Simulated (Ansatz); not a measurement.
Gas-phase electronic energies from Ansatz, PBE0-D4/def2-TZVP geometries. CCSD(T)/CBS is the MP2 limit (def2-TZVPP, def2-QZVPP) plus CCSD(T) − MP2 in def2-TZVPP, frozen cores. This one scheme is used for every species. DFT in def2-TZVPP. One conformer a species, not always the lowest.

Reaction (ligand exchange at a B–C bond): `CB(N)O[SiH3]` + silanol → `NB(O[SiH3])O[SiH3]` + CH₄

**Question.** Is it downhill or uphill in electronic energy at CCSD(T)/CBS, and by how much? (Estimate.)

**Answer.** Computed: Downhill: ΔE = -1.22 eV.

**Question.** What do these levels give: PBE-D4, r2SCAN-D4, ωB97X-V, B2PLYP, r2SCAN, PBE0, HF/def2-TZVPP, SCS-MP2/def2-TZVPP, CCSD/def2-TZVPP, CCSD(T)/def2-TZVPP, HF/CBS(def2), CCSD/CBS(def2)? (Best estimate.)

**Answer.** Ansatz gave: PBE-D4 -1.16, r2SCAN-D4 -1.25, ωB97X-V -1.22, B2PLYP -1.23, r2SCAN -1.24, PBE0 -1.16, HF/def2-TZVPP -1.37, SCS-MP2/def2-TZVPP -1.23, CCSD/def2-TZVPP -1.23, CCSD(T)/def2-TZVPP -1.22, HF/CBS(def2) -1.38, CCSD/CBS(def2) -1.23 eV.

Largest T1 diagnostic among the species: 0.012.

In def2-TZVPP, CCSD(T) changes the Hartree–Fock value by +0.15 eV (the triples alone add +0.01 eV) and MP2 by +0.16 eV. From PBE to PBE0 (25 % exact exchange), in def2-TZVPP and without D4, ΔE moves by −0.05 eV. The D4 term adds −0.07 eV with B3LYP and −0.04 eV with PBE0; it sums over pairs of atoms, weighted by their polarisabilities, and B3LYP, whose exchange is more repulsive, gets the larger term.

B3LYP here is the variant with VWN-RPA as its local correlation; programs differ in this.
